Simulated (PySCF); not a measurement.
**TiH: mean field, correlation and small terms against distance**

State: quartet, unpaired electrons σ ↑, π ↑, δ ↑. ROHF-based CCSD(T) in PySCF 2.14 with Ti cc-pVTZ, H cc-pVTZ and Ti cc-pVQZ, H cc-pVQZ (frozen core orbitals: 9; no relativity). Correlation energies are extrapolated as n⁻³ (n = 3, 4), Hartree–Fock as (n+1)·exp(−9√n). CV is the change on freezing 5 orbitals instead, in Ti cc-pwCVTZ, H cc-pVTZ. SR is the spin-free X2C energy in Ti cc-pVTZ-DK, H cc-pVTZ-DK less the non-relativistic one in Ti cc-pVTZ, H cc-pVTZ. All energies in eV from Ti (3d2 4s2) + H.

```
 R (Å)  HF/CBS  CCSD corr.      (T)       CV      SR   total
1.5530  -1.081      -0.679  -0.0273  -0.0945  0.0476  -1.835
1.6236  -1.323      -0.632  -0.0239  -0.0649  0.0464  -1.997
1.6942  -1.480      -0.591  -0.0210  -0.0385  0.0457  -2.085
1.7648  -1.569      -0.557  -0.0185  -0.0151  0.0452  -2.115
1.8353  -1.604      -0.529  -0.0165   0.0055  0.0450  -2.099
1.9236  -1.588      -0.501  -0.0145   0.0278  0.0447  -2.031
2.0118  -1.522      -0.480  -0.0131   0.0466  0.0445  -1.924
```

A fit to the total gives Re = 1.7729 Å, De = 2.115 eV, ωe = 1561.0 cm⁻¹, Be = 5.433 cm⁻¹ (masses 47.9479 and 1.0078 u).

Q: At R = 1.7648 Å the CCSD correlation energy is -0.071709 hartree in the smaller basis and -0.074414 in the larger. Extrapolate it.

A: (4³·E4 − 3³·E3)/(4³ − 3³) = -0.07639 hartree; the larger basis holds 97.4 % of it.

The T1 diagnostic is 0.063, large enough to doubt a single reference. The state was picked by a PBE0 search and need not be the measured ground state. Spin–orbit coupling, excitations beyond (T) and corrections to the Born–Oppenheimer picture are left out.
